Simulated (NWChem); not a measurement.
System: MgNH$_{2}$I; SMILES [NH2][Mg][I]

Excerpt of the output:

```
             Northwest Computational Chemistry Package (NWChem) 7.3.0
             --------------------------------------------------------

 C2V symmetry detected

                             Geometry "geometry" -> ""
                             -------------------------

 Output coordinates in angstroms (scale by  1.889725989 to convert to a.u.)

  No.       Tag          Charge          X              Y              Z
 ---- ---------------- ---------- -------------- -------------- --------------
    1 Mg                  12.0000     0.00000000     0.00000000     1.59161578
    2 I                   53.0000     0.00000000     0.00000000    -0.97287790
    3 N                    7.0000     0.00000000     0.00000000     3.47280319
    4 H                    1.0000     0.00000000    -0.81683577     4.07675857
    5 H                    1.0000     0.00000000     0.81683577     4.07675857

 Effective nuclear repulsion energy (a.u.)     222.4644358986

      Symmetry information
      --------------------

 Group name             C2v
 Group number             16
 Group order               4
 No. of unique centers     4

                                 NWChem DFT Module
                                 -----------------

 Summary of "ao basis" -> "ao basis" (spherical)
 ------------------------------------------------------------------------------
       Tag                 Description            Shells   Functions and Types
 ---------------- ------------------------------  ------  ---------------------
 Mg                         def2-svp                 8       18   4s3p1d
 I                          def2-svp                10       26   4s4p2d
 N                          def2-svp                 6       14   3s2p1d
 H                          def2-svp                 3        5   2s1p

      Symmetry analysis of basis
      --------------------------

        a1         32
        a2          5
        b1         14
        b2         17

            General Information
            -------------------
          SCF calculation type: DFT
          Wavefunction type:  closed shell.
          No. of atoms     :     5
          No. of electrons :    46
           Alpha electrons :    23
            Beta electrons :    23
          Charge           :     0
          Spin multiplicity:     1
          Use of symmetry is: off; symmetry adaption is: on
          Maximum number of iterations: 150
          AO basis - number of functions:    68
                     number of shells:    30
          Convergence on energy requested:  1.00D-06
          Convergence on density requested:  1.00D-05
          Convergence on gradient requested:  5.00D-04

[...]

                                NWChem TDDFT Module
                                -------------------

            General Information
            -------------------
           No. of orbitals :     136
            Alpha orbitals :      68
             Beta orbitals :      68
        Alpha frozen cores :       0
         Beta frozen cores :       0
     Alpha frozen virtuals :       0
      Beta frozen virtuals :       0
         Spin multiplicity :       1
    Number of AO functions :      68
        Use of symmetry is : off
      Symmetry adaption is : on
         Schwarz screening :  0.10D-07

              XC Information
              --------------
                 Slater Exchange Functional   1.00 local
               VWN V Correlation Functional   1.00 local

             TDDFT Information
             -----------------
          Calculation type : Tamm-Dancoff TDDFT
         Wavefunction type : Restricted singlets & triplets
          No. of electrons :      46
           Alpha electrons :      23
            Beta electrons :      23
              No. of roots :       8
          Max subspacesize :    5600
            Max iterations :     100
               Target root :       1
           Target symmetry : none
      Symmetry restriction : off
                 Algorithm : Optimal
        Davidson threshold :  0.10D-03

    8 smallest eigenvalue differences (eV)
--------------------------------------------------------
  No. Spin  Occ  Vir  Irrep   E(Occ)    E(Vir)   E(Diff)
--------------------------------------------------------
    1    1   23   24 b1       -0.194    -0.078     3.141
    2    1   22   24 b1       -0.235    -0.078     4.262
    3    1   23   25 a2       -0.194    -0.037     4.269
    4    1   21   24 b2       -0.235    -0.078     4.274
    5    1   23   26 a1       -0.194    -0.022     4.683
    6    1   22   25 a2       -0.235    -0.037     5.389
    7    1   21   25 a1       -0.235    -0.037     5.401
    8    1   20   24 a1       -0.278    -0.078     5.444
--------------------------------------------------------

  Entering Davidson iterations
  Restricted singlet excited states

  Iter   NTrls   NConv    DeltaV     DeltaE      Time
  ----  ------  ------  ---------  ---------  ---------
    1      8       0     0.15E+00   0.10+100        1.5
    2     16       0     0.85E-01   0.51E-01        1.5
    3     24       2     0.14E-01   0.87E-02        1.5
    4     30       5     0.22E-02   0.23E-03        1.5
    5     33       8     0.77E-04   0.38E-05        1.3
  ----  ------  ------  ---------  ---------  ---------
  Convergence criterion met

  Ground state a1       -551.894791472712 a.u.

  ----------------------------------------------------------------------------
  Root   1 singlet b1             0.120761992 a.u.                3.2861 eV
  ----------------------------------------------------------------------------
     Transition Moments    X -0.60075   Y -0.00000   Z  0.00000
     Dipole Oscillator Strength                    0.0290557284
     Electric Quadrupole                           0.0000000829
     Magnetic Dipole                               0.0000005488
     Total Oscillator Strength                     0.0290563601

[...]
```

Level: LDA (Slater exchange, VWN5)/def2-SVP with def2 effective core potentials on I, TDA. The geometry was optimised at PBE0/def2-SVP. def2 effective core potentials on I; no spin-orbit coupling.

**Question.** Write an input that gives this output.

**Answer.** Several could match; the one computed here: the input that was run:
```
start job
memory heap 200 mb stack 900 mb global 1100 mb
geometry units angstroms noautoz
  Mg     0.058727    -1.454194    -0.005112
  I     -0.254046     1.091053     0.017662
  N      0.288756    -3.321190    -0.021812
  H      0.459061    -3.902833    -0.837201
  H      0.262390    -3.938820     0.784192
end
basis spherical
  Mg library def2-svp
  I library def2-svp
  N library def2-svp
  H library def2-svp
end
ecp
  I library def2-ecp
end
dft
  xc slater vwn_5
  iterations 150
end
tddft
  cis
  nroots 8
end
task tddft energy
```
